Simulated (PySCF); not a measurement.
Species: `C=C(OC)[SiH2]OC(C)=S`. The columns A, B, C and D hold Mulliken, IAO, Hirshfeld and ESP-fitted charges (e) of one PBE0/pcSseg-1 density (PySCF), in a shuffled order. Coordinates in Å (GFN2-xTB); the density's dipole moment is (-0.91, 0.38, 1.65) D.

```json
{"atom": "C1", "x": "-2.300", "y": "-1.073", "z": "-0.987", "A": "-0.401", "B": "-0.520", "C": "-0.198", "D": "-0.143"}
{"atom": "C2", "x": "-1.246", "y": "-0.749", "z": "-0.244", "A": "-0.069", "B": "+0.048", "C": "-0.150", "D": "-0.026"}
{"atom": "O3", "x": "-1.096", "y": "0.404", "z": "0.475", "A": "-0.331", "B": "-0.159", "C": "-0.489", "D": "-0.110"}
{"atom": "C4", "x": "-2.107", "y": "1.379", "z": "0.387", "A": "-0.207", "B": "-0.280", "C": "-0.040", "D": "-0.033"}
{"atom": "Si5", "x": "0.306", "y": "-1.810", "z": "-0.020", "A": "+0.982", "B": "+0.559", "C": "+0.900", "D": "+0.389"}
{"atom": "O6", "x": "1.604", "y": "-0.798", "z": "0.176", "A": "-0.534", "B": "-0.354", "C": "-0.532", "D": "-0.167"}
{"atom": "C7", "x": "1.999", "y": "0.166", "z": "-0.624", "A": "+0.171", "B": "+0.401", "C": "+0.023", "D": "+0.124"}
{"atom": "C8", "x": "3.077", "y": "1.036", "z": "-0.069", "A": "-0.443", "B": "-0.532", "C": "-0.196", "D": "-0.122"}
{"atom": "S9", "x": "1.364", "y": "0.387", "z": "-2.105", "A": "-0.170", "B": "-0.298", "C": "-0.146", "D": "-0.164"}
{"atom": "H10", "x": "-3.166", "y": "-0.447", "z": "-1.110", "A": "+0.150", "B": "+0.200", "C": "+0.122", "D": "+0.043"}
{"atom": "H11", "x": "-2.308", "y": "-2.012", "z": "-1.508", "A": "+0.159", "B": "+0.189", "C": "+0.119", "D": "+0.046"}
{"atom": "H12", "x": "-1.777", "y": "2.211", "z": "1.008", "A": "+0.164", "B": "+0.144", "C": "+0.129", "D": "+0.055"}
{"atom": "H13", "x": "-3.061", "y": "0.996", "z": "0.763", "A": "+0.134", "B": "+0.132", "C": "+0.108", "D": "+0.043"}
{"atom": "H14", "x": "-2.235", "y": "1.720", "z": "-0.645", "A": "+0.140", "B": "+0.154", "C": "+0.115", "D": "+0.045"}
{"atom": "H15", "x": "0.404", "y": "-2.456", "z": "1.280", "A": "-0.129", "B": "-0.101", "C": "-0.109", "D": "-0.075"}
{"atom": "H16", "x": "0.508", "y": "-2.684", "z": "-1.169", "A": "-0.126", "B": "-0.090", "C": "-0.083", "D": "-0.071"}
{"atom": "H17", "x": "2.709", "y": "1.540", "z": "0.825", "A": "+0.171", "B": "+0.180", "C": "+0.145", "D": "+0.058"}
{"atom": "H18", "x": "3.384", "y": "1.772", "z": "-0.805", "A": "+0.171", "B": "+0.140", "C": "+0.140", "D": "+0.050"}
{"atom": "H19", "x": "3.930", "y": "0.425", "z": "0.224", "A": "+0.169", "B": "+0.189", "C": "+0.141", "D": "+0.057"}
```

Which column most likely holds the ESP-fitted charges?

B. Σ q r misses the density's dipole by 0.05 D (B), 0.82 D (D), 1.51 D (A), 1.81 D (C). Charges fitted to the outside potential are the only set here that is tied to the molecule's multipoles.

And the Hirshfeld charges?

D. The mean sizes are 0.096 e (D), 0.205 e (C), 0.246 e (B), 0.254 e (A), and Hirshfeld charges are commonly the smallest of these schemes.

As computed, A = IAO, B = ESP-fitted, C = Mulliken, D = Hirshfeld. Hydrogens on carbon: IAO +0.13 to +0.17, ESP-fitted +0.13 to +0.20, Mulliken +0.11 to +0.14, Hirshfeld +0.04 to +0.06 e.

The Hirshfeld scheme weights the molecular density at each point by an atom's share of the summed free-atom densities. The ESP scheme fits charges at the nuclei, held to the total charge, to the electrostatic potential on points at 1.4 to 2.0 times the van der Waals radii.

Geometry: GFN2-xTB, one conformer, isolated molecule.

The values belong to the conformer `[CH2:1]=[C:2]([O:3][CH3:4])[SiH2:5][O:6][C:7]([CH3:8])=[S:9]`: C1–C2–O3–C4 -3°, C1–C2–Si5–O6 148°, C2–Si5–O6–C7 -55°, Si5–O6–C7–C8 171°.
